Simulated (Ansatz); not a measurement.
Relaxation of ClF$_{4}$H$_{4}$PW (11 atoms, charge 0, multiplicity 1), to a largest force component of 0.03 eV/Å in at most 50 steps.

These are results of Ansatz, RKS B3LYP-D4/def2-SVP, not measurements.

```xyz
11
Properties=species:S:1:pos:R:3:forces:R:3
W -0.204 0.076 0.057 -0.26 -0.27 0.25
Cl -0.736 -0.144 2.358 0.03 0.00 -0.53
H 1.060 0.851 -0.750 -0.03 0.00 0.03
F -0.562 1.893 0.224 -0.02 -0.01 0.01
F -2.003 -0.047 -0.413 0.00 0.02 0.04
F 1.170 -1.095 0.524 -0.04 0.02 0.05
F -0.097 -0.920 -1.522 -0.01 0.03 0.04
P 2.604 1.857 1.566 0.31 0.20 0.14
H 3.134 0.629 1.081 0.03 -0.02 -0.04
H 2.234 2.345 0.279 0.01 0.01 0.00
H 1.331 1.315 1.892 -0.01 0.02 0.01
```

Where does it end, and by what steps?

The forces met the threshold. The force dipped under the threshold on the way, but the program's further checks kept it going. After 14 steps the energy has fallen by 0.136 eV; H11 moved furthest, 0.79 Å.

```tsv
step	energy less start (eV)	largest force component (eV/Å)	accepted
0	0.0000	0.526	yes
1	-0.0915	0.174	yes
2	-0.1114	0.205	yes
3	-0.1214	0.070	yes
4	-0.1274	0.047	yes
5	-0.1289	0.264	yes
6	-0.1319	0.203	yes
7	-0.1333	0.051	yes
8	-0.1342	0.029	yes
9	-0.1345	0.068	yes
10	-0.1348	0.045	yes
11	-0.1351	0.010	yes
12	-0.1354	0.013	yes
13	-0.1353	0.067	no
14	-0.1356	0.020	yes
```

```xyz
11
Properties=species:S:1:pos:R:3
W -0.344 -0.044 -0.070
Cl -0.859 -0.111 2.188
H 0.952 0.633 -0.918
F -0.544 1.801 0.053
F -2.139 -0.024 -0.569
F 1.067 -1.129 0.493
F -0.305 -1.227 -1.507
P 2.973 2.001 1.639
H 3.135 0.791 0.895
H 2.101 2.590 0.671
H 1.895 1.480 2.420
```

Whether the end is a true minimum wasn't checked by a vibrational analysis.

Run time: 52 s on 4 threads of Arm Neoverse V2, with other jobs on the host, peak memory 0.48 GiB.
